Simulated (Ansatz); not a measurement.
A set of 12 reactions (ligand exchange), with CCSD(T)/CBS values in kJ/mol:

```tsv
reaction	ΔE
`C[SiH2][GaH2]` + `CSS` → `C[SiH2]SSC` + `[GaH3]`	-51.7
`CCO[SiH2]Cl` + CH₃OH → `CCO[SiH2]OC` + HCl	-1.7
`B[NH][GaH][F]` + `O[SiH3]` → `[F][GaH][O][SiH3]` + `BN`	-38.5
`C[SiH2][GaH2]` + CH₃NH₂ → `CN[SiH2][GaH2]` + CH₄	-51.7
`[OH][AlH][Zn][F]` + H₂S → `[OH][AlH][SH]` + `[F][ZnH]`	-72.3
`O=C([SiH3])O[SiH2]F` + `C=C=C(O)Cl` → `C=C=C(Cl)O[SiH3]` + `O=CO[SiH2]F`	-97.1
`P[SiH2][SeH]` + `N[SiH3]` → `[SiH3]N[SiH2][SeH]` + PH₃	-44.4
`B[SiH2][SiH2][SiH3]` + NH₃ → `N[SiH2][SiH2][SiH3]` + BH₃	-43.4
`C[CH2][Ge][NH2]` + NH₃ → `[NH2][Ge][NH2]` + `CC`	-74.8
`[Li][c]1ccccc1` + `C[Si](C)(C)O` → `[Li][O][Si](C)(C)C` + `c1ccccc1`	-196.5
`NP(O)O` + H₂S → `NP(O)S` + H₂O	22.3
`[OH][In]([OH])[O][SiH3]` + CH₃OH → `C[O][In]([OH])[OH]` + `O[SiH3]`	23.9
```

Calculated with Ansatz (gas phase, PBE0-D4/def2-TZVP geometries, no zero-point term in ΔE). CCSD(T)/CBS adds triple-zeta CCSD(T) − MP2 to the extrapolated MP2 energy (def2 sets, frozen cores). This one scheme is used for every species. Functionals use def2-TZVPP. B3LYP here is the variant with VWN-RPA as its local correlation; programs differ in this. Elements past krypton have def2 core potentials. For Ga, Ge, In, Li, Se, Zn outer-core shells are correlated without core-valence functions, which leaves a few kJ/mol of doubt a bond. Scalar relativity is left out up to krypton. One conformer a species, not always the lowest.

(1) Give the mean, mean absolute and largest difference (level minus CCSD(T)/CBS, kJ/mol) for: PBE-D4, r2SCAN-D4, ωB97M-V, B2PLYP, PBE, r2SCAN, B3LYP, MP2/def2-TZVPP, SCS-MP2/def2-TZVPP, CCSD(T)/def2-TZVPP, HF/def2-QZVPP, HF/CBS(def2), MP2/CBS(def2), CCSD/CBS(def2). (An estimate is asked.)

The largest T1 diagnostic in the set is 0.018, for `[F][ZnH]` (customary mark 0.02).

CCSD(T)/CBS is a level of theory with its own doubt, and the functionals carry their triple-zeta basis error, so these figures describe this set and don't rank the functionals.

## Answers

(1) Ansatz gave: 
| level | mean | mean absolute | largest |
| --- | --- | --- | --- |
| PBE-D4 | 5.0 | 8.1 | 19.1 |
| r2SCAN-D4 | -0.2 | 3.7 | -7.6 |
| ωB97M-V | -0.6 | 2.9 | 7.0 |
| B2PLYP | -2.0 | 3.5 | -9.3 |
| PBE | 6.3 | 9.5 | 18.2 |
| r2SCAN | 0.2 | 4.2 | -8.8 |
| B3LYP | 0.0 | 5.1 | -12.0 |
| MP2/def2-TZVPP | -3.6 | 4.3 | -11.6 |
| SCS-MP2/def2-TZVPP | -3.8 | 5.2 | -11.3 |
| CCSD(T)/def2-TZVPP | 0.0 | 2.5 | 6.7 |
| HF/def2-QZVPP | -5.7 | 10.7 | -24.8 |
| HF/CBS(def2) | -5.8 | 10.8 | -25.0 |
| MP2/CBS(def2) | -3.6 | 4.2 | -10.7 |
| CCSD/CBS(def2) | -0.5 | 1.7 | 3.6 |
